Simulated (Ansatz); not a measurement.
```xyz
10

B    -1.063    0.999   -0.113
C     0.103    0.123    0.429
C     0.578   -1.131   -0.230
Cl    0.452    0.140    2.135
Br    1.011    1.759   -0.499
H    -1.510    0.704   -1.180
H    -1.598    1.775    0.614
H     0.420   -1.074   -1.307
H     1.627   -1.339   -0.017
H    -0.021   -1.956    0.169
```

Charge 0, multiplicity 1. The bonds changed during the relaxation, so this is another structure than the one it started from.

Q: List the ωB97M-V/def2-TZVPP orbital energies in eV (Ansatz). (Estimate.)

A: The calculation gave: Occupied: -13157.47, -2772.54, -1709.77, -1537.99, -1537.92, -1537.90, -284.80, -282.10, -262.91, -242.60, -200.44, -200.23, -200.21, -187.84, -182.33, -182.10, -182.03, -75.70, -75.65, -75.59, -75.41, -75.41, -27.96, -25.34, -23.83, -20.04, -17.14, -15.69, -15.38, -14.51, -13.43, -12.78, -12.22, -11.69, -11.11, -10.86, -10.48. Lowest empty: 0.42, 1.53, 2.65, 2.79, 3.57, 4.08, 4.18, 4.51.
